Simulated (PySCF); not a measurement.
A structure optimised at PBE0-D3(BJ)/def2-SVPD, used in a PySCF frequency run:

```xyz
4

In     0.0000     0.0000    -0.6192
Br     2.1422     1.2368     0.2890
Br    -2.1422     1.2368     0.2890
Br     0.0000    -2.4736     0.2890
```
Charge -1, spin multiplicity 2.

### Question
Write its SMILES, formula and point group.

### Answer
[Br][In-]([Br])[Br], Br₃In, C3v

### Question
What are its rotational constants (standard atomic weights)?

### Answer
0.63379, 0.63379, 0.34456 GHz
